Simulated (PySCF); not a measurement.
B₃H₃O₃, charge +1, multiplicity 2. Atoms are numbered in the order given.

```xyz
9

B      0.0000     0.0000     1.5167
O      0.0000     1.0950     0.6597
B      0.0000     1.1716    -0.7040
O      0.0000     0.0000    -1.4142
B      0.0000    -1.1716    -0.7040
O      0.0000    -1.0950     0.6597
H      0.0000     0.0000     2.7002
H      0.0000     2.2615    -1.2429
H      0.0000    -2.2615    -1.2429
```
Charge +1, spin multiplicity 2.

The structure is a stationary point at B3LYP-D3(BJ)/def2-SVP. The multiplicity is an assumed one; no other spin state was optimised.

Calculation: PBE/def2-TZVP (PySCF).

ESP charges are fitted to the potential on shells at 1.4 to 2.0 van der Waals radii. Atomic charges (e):

```json
[
 {"atom": "B1", "meta-Löwdin": "0.42", "Löwdin": "-0.38", "ESP fit": "[?]", "Mulliken spin": "-0.02"},
 {"atom": "O2", "meta-Löwdin": "-0.18", "Löwdin": "0.64", "ESP fit": "[?]", "Mulliken spin": "0.34"},
 {"atom": "B3", "meta-Löwdin": "0.42", "Löwdin": "-0.45", "ESP fit": "[?]", "Mulliken spin": "0.03"},
 {"atom": "O4", "meta-Löwdin": "-0.29", "Löwdin": "0.57", "ESP fit": "[?]", "Mulliken spin": "0.07"},
 {"atom": "B5", "meta-Löwdin": "0.42", "Löwdin": "-0.45", "ESP fit": "[?]", "Mulliken spin": "0.03"},
 {"atom": "O6", "meta-Löwdin": "-0.18", "Löwdin": "0.64", "ESP fit": "[?]", "Mulliken spin": "0.34"},
 {"atom": "H7", "meta-Löwdin": "0.10", "Löwdin": "0.10", "ESP fit": "[?]", "Mulliken spin": "0.00"},
 {"atom": "H8", "meta-Löwdin": "0.14", "Löwdin": "0.16", "ESP fit": "[?]", "Mulliken spin": "0.10"},
 {"atom": "H9", "meta-Löwdin": "0.14", "Löwdin": "0.16", "ESP fit": "[?]", "Mulliken spin": "0.10"}
]
```

Complete the blanks. (The exact figures need the calculation; the answer reports its results.)


- B1, ESP fit: 0.67
- O2, ESP fit: -0.35
- B3, ESP fit: 0.73
- O4, ESP fit: -0.50
- B5, ESP fit: 0.73
- O6, ESP fit: -0.35
- H7, ESP fit: -0.01
- H8, ESP fit: 0.03
- H9, ESP fit: 0.03

Computed Mayer and Wiberg (Löwdin basis) orders of the bonds:
| bond | Mayer | Wiberg |
|---|---|---|
| B1–O2 | 1.12 | 1.58 |
| O2–B3 | 1.21 | 1.66 |
| B3–O4 | 1.23 | 1.69 |
| O4–B5 | 1.23 | 1.69 |
| B1–O6 | 1.12 | 1.58 |
| B5–O6 | 1.21 | 1.66 |
| B1–H7 | 0.96 | 0.90 |
| B3–H8 | 0.83 | 0.77 |
| B5–H9 | 0.83 | 0.77 |
